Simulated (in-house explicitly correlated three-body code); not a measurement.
Values are calculated unless marked as measured or tabulated.
**Taking the two-electron ground state apart, Z = 3.74**

A variational code in 260 exponentially correlated functions gives, for two electrons around a point charge Z = 3.74 (non-relativistic, fixed nucleus, atomic units): E = -11.8055276, <1/r> = 3.427784 per electron, <1/r12> = 2.028769. From its density, U = 4.228033 (Hartree energy) and T_s = 11.764393 (kinetic energy of the doubly filled orbital √(n/2)). Further, <r²> = 0.269743 per electron, <r12²> = 0.556568 and <p1·p2> = 0.386231.

**Question.** Check the virial theorem, and compare with the screened hydrogenic estimate.

**Answer.** V = −2Z<1/r> + <1/r12> = -25.639824 + 2.028769 = -23.611055, and 2E = -23.611055, so T = −E = 11.805528. A product of 1s orbitals with exponent Z − 5/16 = 3.4275 gives −3.4275² = -11.74776, which is 57.8 millihartree too high.

**Question.** Find the exchange and correlation energies of density-functional theory.

**Answer.** For two electrons in one orbital E_x = −U/2 = -2.114016. The potential part of correlation is U_c = <1/r12> − U − E_x = -0.085247, the kinetic part T_c = T − T_s = 0.041135, and E_c = T_c + U_c = -0.044113 hartree. Restricted Hartree-Fock gives -11.761423, so the correlation energy of wave-function theory is -0.044105.

**Question.** What do the second moments say about angular correlation and diamagnetism?

**Answer.** From r12² = r1² + r2² − 2 r1·r2, <r1·r2> = <r²> − <r12²>/2 = -0.00854 bohr². It vanishes for a product of s orbitals, and its negative sign shows that the electrons favour opposite sides of the nucleus. The Langevin susceptibility is −0.79199e-6 × 2<r²> = -0.4273e-6 cm³/mol.

**Question.** How does a model nuclear mass of 7.5 u change the ionisation energy, to first order in m/M (1 hartree = 27.211386 eV)?

**Answer.** m/M = 1/(7.5 × 1822.8885) = 7.31440e-05. With a fixed nucleus the second electron is bound by −Z²/2 − E = 4.811728 hartree = 130.9338 eV. The reduced mass scales this by 1 − m/M, a change of -9.577 meV. The mass-polarisation term raises the two-electron state by (m/M)<p1·p2> = 28.25 microhartree, a further -0.769 meV. The sum is 130.9234 eV, before relativistic and QED terms.
